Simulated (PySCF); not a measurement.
Symmetry of computed structures. The calculation used PySCF 2.14.0, PBE0-D3(BJ)/def2-SVP geometry optimisation, gas phase. The symmetry is that of the one conformer found, every atom within 0.08 Å of its image; none is proved a minimum here.

**Question.** What symmetry has `c1ccc2cnccc2c1`?

**Answer.** Cs; asymmetric top; symmetry number 1; 2 operations, which sort the 17 atoms into 17 sets; dipole 2.50 D, in the ab plane, which is the mirror.

**Question.** What symmetry has `[CH2:1]=[CH:2][C:3](=[O:4])[F:5]` with C1–C2–C3–O4 0°?

**Answer.** Cs; asymmetric top; symmetry number 1; 2 operations, which sort the 8 atoms into 8 sets; dipole 3.11 D, in the ab plane, which is the mirror; heavy atoms equivalent by symmetry: none.

**Question.** `F[Si]F`: symmetry, top, dipole?

**Answer.** C2v; asymmetric top; symmetry number 2; 4 operations, which sort the 3 atoms into 2 sets; dipole 1.18 D, along b, the twofold axis; A, B, C = 28766, 8542, 6586 MHz.

**Question.** What symmetry has `[SiH3:1][CH2:2][Br:3]`?

**Answer.** Cs; near-prolate asymmetric top; symmetry number 1; 2 operations, which sort the 8 atoms into 6 sets; dipole 1.53 D, in the ab plane, which is the mirror; heavy atoms equivalent by symmetry: none.

**Question.** CrSeBr4, `[Se]=[Cr]([Br])([Br])([Br])[Br]`: symmetry, top, dipole?

**Answer.** C4v; oblate symmetric top; symmetry number 4; 8 operations, which sort the 6 atoms into 3 sets; dipole 2.85 D, along the axis; A, B, C = 401.4, 399.8, 309.5 MHz.
